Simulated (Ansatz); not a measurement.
Steps of a relaxation of CH6BFGeSi, SMILES `[F][Ge]1([SiH3])[BH][CH2]1` with RKS PBE-D4/def2-SVP.

```sh
$ ansatz run in.yaml --threads 4 --pin off --events-out ev --progress --plain --max-ram 10444MiB
```

```yaml
crystal:
  periodic: [false, false, false]
  atoms:
    - {symbol: F, position_ang: [-1.834900, -1.636600, -0.534500]}
    - {symbol: Ge, position_ang: [-0.391600, -0.678800, -0.457800]}
    - {symbol: Si, position_ang: [0.930200, -1.002300, 1.377100]}
    - {symbol: B, position_ang: [-0.904500, 1.389800, -0.350500]}
    - {symbol: C, position_ang: [-0.160200, 0.800800, -1.562200]}
    - {symbol: H, position_ang: [0.290800, -0.456200, 2.584400]}
    - {symbol: H, position_ang: [2.265100, -0.297600, 1.195500]}
    - {symbol: H, position_ang: [1.253200, -2.424800, 1.558700]}
    - {symbol: H, position_ang: [-1.517100, 2.289000, 0.245400]}
    - {symbol: H, position_ang: [0.881600, 1.188600, -1.564400]}
    - {symbol: H, position_ang: [-0.747400, 0.771200, -2.471200]}
basis:
  gaussian: {orbitals: def2-SVP}
hamiltonian: {xc: pbe, dispersion: d4}
relax: {f_tol: 0.03, max_steps: 200}
```

Positions (Å) and forces (eV/Å) along the path, 12 of 24 steps:

```xyz
11
step=1 energy=-68890.8107 eV
F    -1.835   -1.637   -0.534   -0.962   -0.551   -0.348
Ge   -0.392   -0.679   -0.458    0.722   -0.586    1.649
Si    0.930   -1.002    1.377    0.743    0.148    0.161
B    -0.904    1.390   -0.350   -0.420   -0.379    0.885
C    -0.160    0.801   -1.562   -0.312    2.175   -0.555
H     0.291   -0.456    2.584   -0.198    0.075    0.571
H     2.265   -0.298    1.196   -0.272    0.053   -0.153
H     1.253   -2.425    1.559    0.093   -0.659    0.195
H    -1.517    2.289    0.245    0.459   -0.324   -0.697
H     0.882    1.189   -1.564    0.030   -0.318   -0.551
H    -0.747    0.771   -2.471    0.117    0.365   -1.156
11
step=2 energy=-68891.2852 eV
F    -1.778   -1.671   -0.650   -0.238   -0.115   -0.090
Ge   -0.378   -0.626   -0.388   -0.142   -0.156    0.941
Si    0.955   -1.068    1.484    0.459    0.113   -0.212
B    -0.921    1.410   -0.343   -0.146   -0.497    0.509
C    -0.228    0.866   -1.610    0.229    0.873   -0.257
H     0.349   -0.548    2.746   -0.106    0.039    0.091
H     2.223   -0.287    1.173   -0.180   -0.089    0.107
H     1.292   -2.511    1.680    0.057   -0.178   -0.027
H    -1.490    2.351    0.176    0.092    0.006   -0.380
H     0.845    1.166   -1.698   -0.222   -0.075   -0.291
H    -0.804    0.861   -2.548    0.196    0.078   -0.390
11
step=6 energy=-68891.8238 eV
F    -1.835   -1.610   -0.378   -0.023    0.015    0.089
Ge   -0.631   -0.357   -0.009   -0.050    0.013    0.278
Si    1.088   -1.157    1.460   -0.072   -0.026   -0.019
B    -1.106    1.548   -0.450    0.193   -0.082   -0.394
C    -0.192    0.914   -1.547    0.024    0.616    0.059
H     0.561   -0.792    2.825    0.076   -0.065   -0.040
H     2.331   -0.360    1.188    0.038    0.023   -0.022
H     1.380   -2.635    1.420   -0.042    0.087   -0.096
H    -1.950    2.436   -0.407    0.120   -0.359   -0.125
H     0.929    0.963   -1.468   -0.452   -0.223    0.096
H    -0.510    0.993   -2.614    0.188    0.002    0.173
11
step=7 energy=-68891.9747 eV
F    -1.861   -1.574   -0.268   -0.046    0.003    0.077
Ge   -0.687   -0.286    0.071   -0.029   -0.026    0.382
Si    1.100   -1.145    1.430   -0.071   -0.087    0.040
B    -1.130    1.578   -0.487    0.152   -0.167   -0.518
C    -0.171    0.951   -1.525    0.367    0.680    0.133
H     0.624   -0.846    2.832    0.073   -0.058   -0.088
H     2.351   -0.355    1.168    0.013    0.024   -0.046
H     1.364   -2.626    1.307   -0.036    0.121   -0.079
H    -2.071    2.365   -0.543    0.260   -0.371   -0.079
H     0.948    0.832   -1.352   -0.900   -0.089   -0.045
H    -0.402    1.050   -2.612    0.217   -0.029    0.223
11
step=9 energy=-68892.2305 eV
F    -1.908   -1.509    0.051    0.179    0.203    0.078
Ge   -0.774   -0.145    0.263   -0.411    0.077    0.120
Si    1.109   -1.109    1.394    0.156   -0.487    0.349
B    -1.206    1.577   -0.629   -0.333    0.074   -0.298
C    -0.109    1.077   -1.507    0.687   -0.128    0.032
H     0.780   -1.045    2.882    0.005    0.052   -0.336
H     2.405   -0.380    1.171   -0.066    0.100   -0.095
H     1.278   -2.573    1.039   -0.037    0.221   -0.035
H    -2.256    2.204   -0.842    0.599   -0.438    0.115
H     0.922    0.698   -1.178   -0.937    0.328   -0.289
H    -0.175    1.147   -2.623    0.158   -0.003    0.360
11
step=11 energy=-68892.3253 eV
F    -2.065   -1.425    0.383    0.111    0.035   -0.011
Ge   -0.871   -0.104    0.419   -0.285    0.374   -0.084
Si    1.117   -1.155    1.343   -0.102    0.197   -0.052
B    -1.231    1.507   -0.757   -1.368    0.112    0.826
C    -0.035    1.124   -1.443    1.816   -0.562   -0.950
H     0.851   -1.123    2.831    0.104   -0.096   -0.114
H     2.321   -0.301    1.020   -0.089   -0.122    0.053
H     1.274   -2.563    0.838    0.024    0.061    0.049
H    -2.292    2.030   -1.070    0.297   -0.196    0.153
H     0.931    0.756   -0.985   -0.533    0.196   -0.263
H     0.065    1.198   -2.558    0.024   -0.001    0.393
11
step=16 energy=-68892.4076 eV
F    -2.136   -1.370    0.657    0.111    0.129   -0.059
Ge   -0.944   -0.056    0.476   -0.074   -0.035    0.110
Si    1.068   -1.112    1.304    0.000   -0.001    0.010
B    -1.248    1.428   -0.811    0.105   -0.074    0.005
C     0.044    1.114   -1.444   -0.075    0.056   -0.009
H     0.906   -1.282    2.791   -0.012   -0.012   -0.033
H     2.264   -0.240    1.035   -0.014   -0.015   -0.006
H     1.232   -2.459    0.656    0.016    0.025    0.003
H    -2.295    1.901   -1.177   -0.039   -0.018   -0.041
H     0.977    0.820   -0.928   -0.019   -0.078    0.006
H     0.197    1.199   -2.539    0.000    0.024    0.015
11
step=19 energy=-68892.4150 eV
F    -2.147   -1.314    0.712    0.014    0.016   -0.007
Ge   -0.946   -0.020    0.514   -0.007   -0.011    0.024
Si    1.068   -1.100    1.304    0.006   -0.039    0.011
B    -1.241    1.419   -0.821   -0.038    0.014   -0.009
C     0.045    1.098   -1.449    0.038    0.001    0.021
H     0.888   -1.375    2.773    0.002    0.005   -0.036
H     2.252   -0.196    1.100   -0.005   -0.001    0.009
H     1.268   -2.397    0.569   -0.002    0.033    0.013
H    -2.290    1.877   -1.206   -0.010    0.001    0.005
H     0.972    0.781   -0.932    0.002   -0.011   -0.004
H     0.197    1.171   -2.543    0.000   -0.006   -0.027
11
step=21 energy=-68892.4161 eV
F    -2.155   -1.277    0.747   -0.024   -0.025    0.001
Ge   -0.943    0.001    0.531    0.036    0.013    0.010
Si    1.069   -1.095    1.305    0.023   -0.020    0.009
B    -1.235    1.421   -0.827   -0.039    0.027   -0.018
C     0.045    1.081   -1.459    0.003   -0.007    0.015
H     0.867   -1.446    2.755    0.002    0.010   -0.037
H     2.242   -0.163    1.167   -0.019   -0.018    0.005
H     1.305   -2.352    0.511   -0.006    0.035    0.018
H    -2.286    1.876   -1.210    0.007   -0.003    0.008
H     0.973    0.767   -0.944    0.012   -0.008   -0.001
H     0.184    1.129   -2.556    0.006   -0.003   -0.010
11
step=22 energy=-68892.4165 eV
F    -2.154   -1.266    0.752   -0.015   -0.018    0.003
Ge   -0.940    0.012    0.538    0.029    0.016   -0.008
Si    1.072   -1.090    1.304    0.013   -0.001    0.010
B    -1.233    1.427   -0.826    0.009    0.003   -0.022
C     0.042    1.069   -1.460   -0.035   -0.001    0.005
H     0.852   -1.472    2.742    0.009    0.000   -0.017
H     2.243   -0.150    1.201   -0.025   -0.015    0.000
H     1.323   -2.325    0.485   -0.003    0.015    0.011
H    -2.284    1.885   -1.206    0.009    0.001    0.004
H     0.971    0.753   -0.948    0.006    0.002   -0.002
H     0.175    1.099   -2.561    0.003   -0.002    0.018
11
step=23 energy=-68892.4167 eV
F    -2.152   -1.265    0.748   -0.011   -0.006   -0.001
Ge   -0.939    0.016    0.539    0.010    0.002   -0.001
Si    1.071   -1.089    1.306    0.013    0.013   -0.003
B    -1.232    1.431   -0.826    0.025   -0.008   -0.013
C     0.040    1.064   -1.460   -0.034    0.000    0.001
H     0.856   -1.482    2.740   -0.003    0.003   -0.003
H     2.236   -0.143    1.207   -0.007   -0.010    0.001
H     1.326   -2.317    0.479    0.000    0.000    0.000
H    -2.282    1.892   -1.205    0.005    0.002    0.000
H     0.970    0.748   -0.947    0.002    0.005   -0.002
H     0.172    1.087   -2.561    0.001    0.000    0.020
11
step=24 energy=-68892.4167 eV
F    -2.153   -1.265    0.745   -0.002   -0.001   -0.002
Ge   -0.939    0.015    0.539    0.002   -0.001    0.000
Si    1.071   -1.088    1.305    0.004    0.006    0.000
B    -1.232    1.432   -0.825    0.016   -0.007   -0.006
C     0.039    1.061   -1.459   -0.015    0.010   -0.002
H     0.854   -1.480    2.739   -0.001    0.000    0.003
H     2.237   -0.143    1.207   -0.001   -0.001    0.000
H     1.329   -2.317    0.480   -0.001   -0.002   -0.003
H    -2.281    1.894   -1.204    0.001    0.001   -0.001
H     0.970    0.749   -0.946   -0.003   -0.002   -0.002
H     0.172    1.084   -2.559    0.000   -0.003    0.011
```

It took 25 s on 4 threads of an Intel Xeon Platinum 8488C on a shared host, with 0.2 GiB of host memory at the peak.
